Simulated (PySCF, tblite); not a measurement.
Species: C5H8Cl2.
Structure used (GFN2-xTB), in Å, numbered top down from 1:
```
atom  x, y, z in Å
C1    -1.2705    0.7118   -0.8677
C2    -0.8186   -0.4529   -0.0308
Cl3   -2.1824   -1.2243    0.7970
C4     0.2871   -1.3630   -0.4635
C5     0.4782   -0.4603    0.7307
C6     1.4329    0.6958    0.6599
Cl7    0.8167    2.0786    1.6198
H8    -0.4463    1.0988   -1.4607
H9    -1.6489    1.5091   -0.2312
H10   -2.0654    0.3979   -1.5416
H11    0.8073   -1.1139   -1.3764
H12    0.1888   -2.4229   -0.2888
H13    0.4495   -0.9343    1.7043
H14    1.5662    1.0563   -0.3586
H15    2.4009    0.4313    1.0857
```

The calculation used CAM-B3LYP/def2-SVPD in PySCF (dipole) on a GFN2-xTB geometry, gas phase.

Take the most abundant isotopes and a rigid rotor. The values belong to one conformer with, in the numbering `[CH3:1][C@@:2]1([Cl:3])[CH2:4][C@H:5]1[CH2:6][Cl:7]`, C4–C5–C6–Cl7 145°.

(1) What are A, B and C (GHz)?

(2) Classify the top.

(3) Is it planar, by Δ = Ic − Ia − Ib?

(4) Give the other two planar moments, Paa and Pbb, and the rms extents of the mass along the axes.

(5) List the rotational levels J(Ka,Kc) to J = 4 (cm⁻¹).

(6) Predict some low-J microwave lines.

Answers

(1) Ia = 173.17, Ib = 493.17, Ic = 531.94 u·Å²; 505379 MHz·u·Å²/I gives 2918, 1025 and 950.1 MHz, that is A = 2.9185, B = 1.0247, C = 0.9501 GHz.

(2) A near-prolate asymmetric top: κ = (2 × 1025 − 2918 − 950.1)/(2918 − 950.1) = -0.92.

(3) Not planar: Δ = Ic − Ia − Ib = -134.40 u·Å². For a rigid frame Δ = −2 Σ m c², so Σ m c² = 67.20 u·Å² lies off the ab plane: 18.38 from hydrogen and 48.82 from heavier atoms. The atom farthest from that plane is 2.30 Å away.

(4) Paa = Σ m a² = (Ib + Ic − Ia)/2 = 425.97 and Pbb = Σ m b² = (Ia + Ic − Ib)/2 = 105.96 u·Å². With the mass M = 138.00 u, the rms extents √(P/M) along a, b and c are 1.76, 0.88, 0.70 Å.

(5) Above 0(0,0):
J = 1: 1(0,1) 0.0659, 1(1,1) 0.1290, 1(1,0) 0.1315
J = 2: 2(0,2) 0.1975, 2(1,2) 0.2583, 2(1,1) 0.2658, 2(2,1) 0.4553, 2(2,0) 0.4553
J = 3: 3(0,3) 0.3949, 3(1,3) 0.4521, 3(1,2) 0.4671, 3(2,2) 0.6529, 3(2,1) 0.6533, 3(3,1) 0.9750, 3(3,0) 0.9750
J = 4: 4(0,4) 0.6576, 4(1,4) 0.7105, 4(1,3) 0.7354, 4(2,3) 0.9163, 4(2,2) 0.9174, 4(3,2) 1.2386, 4(3,1) 1.2386, 4(4,1) 1.6894, 4(4,0) 1.6894

(6) The dipole components are |μa| = 0.28 D, |μb| = 2.79 D, |μc| = 0.79 D. Intensities carry the squares of the components, which stand as 0.01 : 1.00 : 0.08 (a : b : c). Some lines, for components of 0.1 D or more:

```
type  branch         J(Ka,Kc)    MHz  lower level (cm⁻¹)
   c       Q  3(1,3) ← 3(0,3)   1717               0.395
   c       Q  2(1,2) ← 2(0,2)   1821               0.198
   b       Q  2(1,1) ← 2(0,2)   2045               0.198
   b       R  1(1,1) ← 0(0,0)   3869               0.000
   a       R  2(1,2) ← 1(1,1)   3875               0.129
   c       Q  2(2,1) ← 2(1,1)   5681               0.266
   a       R  3(1,3) ← 2(1,2)   5811               0.258
   b       Q  2(2,1) ← 2(1,2)   5905               0.258
   a       R  3(0,3) ← 2(0,2)   5916               0.198
   a       R  3(1,2) ← 2(1,1)   6035               0.266
   c       Q  3(3,1) ← 3(2,1)   9646               0.653
   b       Q  3(3,0) ← 3(2,1)   9646               0.653
   c       R  2(2,1) ← 1(1,1)   9780               0.129
   b       R  2(2,0) ← 1(1,1)   9782               0.129
   c       R  3(2,2) ← 2(1,2)  11830               0.258
   b       R  3(2,1) ← 2(1,2)  11840               0.258
```

Its GFN2-xTB frequencies are all real (lowest 59 cm⁻¹). No vibrational averaging or centrifugal distortion is included, and the geometry carries the error of its method. A rigid rotor knows nothing of internal rotation, which can split or shift real lines. Quadrupole hyperfine structure (35Cl) is left out.
